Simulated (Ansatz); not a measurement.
Hg₃. The state is a quintet with charge 0. Geometry r2SCAN/def2-TZVP; atoms count from 1.

Cartesian coordinates in Å:
```
Hg -1.059 -0.943 0.775
Hg 1.111 -0.660 -0.970
Hg -0.052 1.603 0.195
```

In the def2 sets Hg takes a core potential; there is no spin–orbit coupling. At PBE0/def2-TZVP a singlet of charge 0 lies 7.09 eV below the quintet, each at its own geometry. The structure comes from a short search, and lower isomers may exist.

Problem. Estimate the Mulliken populations from the PBE0/def2-TZVP orbitals of Ansatz.

Solution. 
```tsv
atom	charge (e)	spin (α − β)	d electrons
Hg1	0.00	1.33	9.96
Hg2	0.00	1.33	9.96
Hg3	0.00	1.33	9.96
```
Mulliken values and Mayer orders depend strongly on the basis.

Problem. Where does the spin sit?

Solution. Summed by element: Hg 4.00, of 4 unpaired in all. Largest on single atoms: Hg1 1.33, Hg2 1.33, Hg3 1.33.

Problem. And the Mayer bond orders between bonded heavy atoms (over 0.3)?

Solution. Hg1–Hg2 0.77 (2.80 Å); Hg1–Hg3 0.77 (2.80 Å); Hg2–Hg3 0.77 (2.80 Å).
